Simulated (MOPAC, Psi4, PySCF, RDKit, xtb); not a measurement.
Two geometries of SMILES CC(=O)[SiH2][SeH] (C2H6OSeSi), relaxed at B3LYP-D3(BJ)/def2-SVP with one dihedral held; other torsions can differ between them too.

Structure A

```
11

C     -1.2008     0.5586    -0.8191
C     -0.6856     0.3355     0.5857
O     -1.0800     0.9741     1.5390
Si     0.7073    -0.9933     0.8718
Se     2.6302    -0.3325    -0.2120
H     -1.9226     1.3880    -0.8301
H     -0.3577     0.7720    -1.4966
H     -1.6816    -0.3631    -1.1896
H      0.9062    -1.1535     2.3357
H      0.3647    -2.2939     0.2270
H      2.7280     0.9201     0.5655
```

Structure B

```
11

C     -1.6758     0.3919    -0.2145
C     -0.1728     0.5616    -0.2159
O      0.3568     1.5854    -0.5935
Si     0.9160    -0.9411     0.4199
Se     3.0712    -0.2214     0.2362
H     -2.1626     1.2992    -0.6002
H     -1.9547    -0.4793    -0.8314
H     -2.0261     0.1817     0.8104
H      0.5121    -1.2647     1.8198
H      0.6136    -2.1379    -0.4191
H      2.5028     1.0480    -0.2850
```

**Question.** Which is lower in energy at the level Psi4 with DF-MP2 (frozen core)/cc-pVTZ // B3LYP-D3(BJ)/def2-SVP, and by how much?

**Answer.** B is lower, by 1.81 kJ/mol (dihedral C2–Si4–Se5–H11: 60° in A, 0° in B).

E(B) − E(A) in kJ/mol at the other levels, on the same two geometries: B3LYP/def2-TZVP // B3LYP-D3(BJ)/def2-SVP (Psi4) 1.01; B3LYP-D3(BJ)/def2-TZVP // B3LYP-D3(BJ)/def2-SVP (Psi4) 0.68; PBE/def2-TZVP // B3LYP-D3(BJ)/def2-SVP (Psi4) -2.30; PBE-D3(BJ)/def2-TZVP // B3LYP-D3(BJ)/def2-SVP (Psi4) -2.41; HF/cc-pVTZ // B3LYP-D3(BJ)/def2-SVP (Psi4) 6.68; UFF // B3LYP-D3(BJ)/def2-SVP (RDKit) 20.46; PM6, restricted, heats of formation // B3LYP-D3(BJ)/def2-SVP (MOPAC) -10.67; PM3, restricted, heats of formation // B3LYP-D3(BJ)/def2-SVP (MOPAC) 11.91; GFN1-xTB // B3LYP-D3(BJ)/def2-SVP (xtb) -5.92; restricted B3LYP/6-31G*, spherical d, density fitting // B3LYP-D3(BJ)/def2-SVP (PySCF) -1.32; restricted LDA (SVWN5)/6-31G*, spherical d, density fitting // B3LYP-D3(BJ)/def2-SVP (PySCF) -10.88; restricted MP2 (frozen core)/3-21G // B3LYP-D3(BJ)/def2-SVP (PySCF) -2.77.
